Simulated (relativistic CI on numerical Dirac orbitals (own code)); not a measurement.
## Ligand-field terms of d4

Computed with a parametric ligand-field model of a d^n configuration (Racah B and C, spin-orbit zeta, crystal field), exact diagonalisation.

Field parameters in Wybourne normalisation: Oh B⁴₀ = 21Dq, B⁴₄ = √(5/14) B⁴₀. The field is a parameter set, without covalency.

(1) Ground term and bands for B = 450, C = 1710, ζ = 0 cm⁻¹, Oh, 10Dq = 11250 cm⁻¹?

(2) Ground term and bands for B = 450, C = 1710, ζ = 0 cm⁻¹, Oh, 10Dq = 1350 cm⁻¹?

(3) Ground term and bands for B = 450, C = 1710, ζ = 0 cm⁻¹, Oh, 10Dq = 19350 cm⁻¹?

(4) Ground term and bands for B = 450, C = 1710, ζ = 0 cm⁻¹, Oh, 10Dq = 15750 cm⁻¹?

(5) Ground term and bands for B = 450, C = 1710, ζ = 0 cm⁻¹, Oh, 10Dq = 7650 cm⁻¹?

Results:

(1) Ground term 3T1 with 0.04 electrons in the two orbitals of the cubic e set. Spin-allowed: 3E 9801 cm⁻¹ (1020 nm), 3T1 10226 cm⁻¹ (978 nm), 3T2 10691 cm⁻¹ (935 nm), 3A1 11590 cm⁻¹ (863 nm). Lowest spin-forbidden: 5E 700 cm⁻¹, 1T2 4956 cm⁻¹ (2018 nm), 1E 5632 cm⁻¹ (1775 nm).

(2) Ground term 5E with 1.00 electrons in the two orbitals of the cubic e set. Spin-allowed: 5T2 1350 cm⁻¹. Lowest spin-forbidden: 3T1 8146 cm⁻¹ (1228 nm), 3E 8831 cm⁻¹ (1132 nm), 3T1 9408 cm⁻¹ (1063 nm).

(3) Ground term 3T1 with 0.02 electrons in the two orbitals of the cubic e set. Spin-allowed: 3E 17717 cm⁻¹ (564 nm), 3T1 18128 cm⁻¹ (552 nm), 3T2 18634 cm⁻¹ (537 nm), 3A1 19471 cm⁻¹ (514 nm). Lowest spin-forbidden: 1T2 5228 cm⁻¹ (1913 nm), 1E 5852 cm⁻¹ (1709 nm), 5E 8581 cm⁻¹ (1165 nm).

(4) Ground term 3T1 with 0.03 electrons in the two orbitals of the cubic e set. Spin-allowed: 3E 14183 cm⁻¹ (705 nm), 3T1 14598 cm⁻¹ (685 nm), 3T2 15091 cm⁻¹ (663 nm), 3A1 15948 cm⁻¹ (627 nm). Lowest spin-forbidden: 5E 5058 cm⁻¹ (1977 nm), 1T2 5123 cm⁻¹ (1952 nm), 1E 5782 cm⁻¹ (1730 nm).

(5) Ground term 5E with 1.00 electrons in the two orbitals of the cubic e set. Spin-allowed: 5T2 7650 cm⁻¹ (1307 nm). Lowest spin-forbidden: 3T1 2719 cm⁻¹, 1T2 7498 cm⁻¹ (1334 nm), 1E 8125 cm⁻¹ (1231 nm).
